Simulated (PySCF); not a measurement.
# How methods differ on the fine-structure interval of Nb³⁶⁺

Nb³⁶⁺ [He] 2s2 2p1 [2p1/2^1, M_J = 1/2] → Nb³⁶⁺ [He] 2s2 2p1 [2p3/2^1, M_J = 3/2], as a difference of total energies. Calculation: PySCF 2.14, in an even-tempered Gaussian basis (17 s from 16 bohr⁻², ratio 2.4; 12 p from 20 bohr⁻², ratio 2.4; 5 d from 67 bohr⁻², ratio 2.6; 4 f from 100 bohr⁻², ratio 2.6); the two-component X2C-1e Hamiltonian. Correlated levels: nothing frozen; the 32 highest virtual spinors dropped. "Screened" scales the spin-orbit matrix elements by Boettger's factors to mimic the two-electron term; Breit and QED terms are absent.

```json
{"method": "GHF (screened spin-orbit)", "fine-structure interval (cm⁻¹)": "892090"}
{"method": "GMP2 (screened spin-orbit)", "fine-structure interval (cm⁻¹)": "887080"}
{"method": "GHF (bare spin-orbit)", "fine-structure interval (cm⁻¹)": "939150"}
```
